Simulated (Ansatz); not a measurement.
| atom | x (Å) | y (Å) | z (Å) |
| --- | --- | --- | --- |
| Be | 0.0000 | 0.0000 | -0.2934 |
| H | 0.0000 | 0.0000 | 1.1738 |

Basis set: def2-TZVP (spherical functions). All electrons are correlated. Charge 0, multiplicity 2.

Computed with Ansatz (development build ahead of 0.2.0); each method stands on the lowest determinant of its kind that the runs found.

Question: Give the atomization energy at this shape (free ground-state atoms in the same class of orbitals less the molecule, no zero-point energy) of doublet BeH by UHF-MP2, UHF.

Answer:

| method | atomization energy |
| --- | --- |
| UHF-MP2 | 50.16 kcal/mol |
| UHF | 47.14 kcal/mol |

Caution for UHF: a free atom is spin contaminated.
